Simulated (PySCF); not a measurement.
PBEsol on K- (potassium, charge -1), [Ar] 4s2, closed-shell 1S. All numbers are calculated (PySCF 2.14, scalar relativity by spin-free X2C-1e, in aug-cc-pVDZ-X2C (6s5p3d, 36 functions)).

```
cycle= 1 E= -601.219055230557  delta_E= -0.0012  |g|= 0.00734  |ddm|= 0.674
cycle= 2 E= -601.219285018597  delta_E= -0.00023  |g|= 0.00539  |ddm|= 0.264
cycle= 3 E= -601.21944483914  delta_E= -0.00016  |g|= 0.000135  |ddm|= 0.11
cycle= 4 E= -601.219445071034  delta_E= -2.32e-07  |g|= 4.59e-05  |ddm|= 0.0129
cycle= 5 E= -601.219445083669  delta_E= -1.26e-08  |g|= 3.29e-07  |ddm|= 0.00184
cycle= 6 E= -601.219445083669  delta_E= -4.55e-13  |g|= 7.76e-09  |ddm|= 1.65e-05
converged SCF energy = -601.219445083669  <S^2> = -1.9539925e-14  2S+1 = 1
```

Highest occupied orbital energy: 0.750 eV; ⟨L²⟩ = 0.00; populations by l: s 8.00, p 12.00, d 0.00.

(1) Can this result be used?

Answers

(1) With care. The calculation finished and met its thresholds. At PBEsol the highest occupied level has a positive energy, so only the finite basis holds that electron; in a semilocal or global hybrid functional this comes from self-interaction and does not mean that the real anion is unbound.
